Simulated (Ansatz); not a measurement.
`[F][GaH][I]` + HI → `[I][GaH][I]` + H–F at 600 K and 1 bar (ligand exchange at a Ga–F bond).

Isolated molecules relaxed with PBE0-D4/def2-TZVP in Ansatz; ΔE leaves out vibrations. CCSD(T)/CBS is the MP2 limit (def2-TZVPP, def2-QZVPP) plus CCSD(T) − MP2 in def2-TZVPP, frozen cores. This one scheme is used for every species. def2 core potentials past Kr. For Ga, I outer-core shells are correlated without core-valence functions, which leaves a few kJ/mol of doubt a bond. Scalar relativity is left out up to krypton.

```
      species  CCSD(T)/CBS energy (Eh)  H − E (kJ/mol)  S (J/(mol·K))
`[F][GaH][I]`              -2321.86103            59.9          361.8
           HI               -298.03592            31.6          227.0
`[I][GaH][I]`              -2519.52154            58.7          388.8
          H–F               -100.39570            42.3          194.0
```

H − E and S are ideal-gas, rigid-rotor, harmonic terms from PBE0-D4/def2-TZVP. 1 Eh = 2625.50 kJ/mol, R = 8.31446 J/(mol·K).

**Question.** By hand: ΔE, ΔH, ΔS and ΔG.

**Answer.** ΔE = (-2519.52154) + (-100.39570) − (-2321.86103) − (-298.03592) = -0.02029 Eh = -53.3 kJ/mol. Δ(H − E) = 58.7 + 42.3 − 59.9 − 31.6 = 9.5, so ΔH = -43.8 kJ/mol. ΔS = 388.8 + 194.0 − 361.8 − 227.0 = -6.0 J/(mol·K). ΔG = -43.8 − 600 × (-6.0)/1000 = -40.2 kJ/mol.

**Question.** By hand: the equilibrium constant, and the temperature at which ΔG would vanish if ΔH and ΔS stayed fixed.

**Answer.** log₁₀ K = −ΔG/(RT ln 10) = 3.5. ΔG = 0 at ΔH/ΔS = 7300 K, far beyond where these terms or the molecules hold.

The number of gas molecules stays the same, so ΔS is small and ΔH decides. A doubt of 5 kJ/mol in ΔE shifts log₁₀ K by 0.4 here. These are equilibria of isolated gas molecules and say nothing of rates. Largest T1 diagnostic: 0.012 (customary marks: 0.02 for closed shells, 0.045 for open ones).
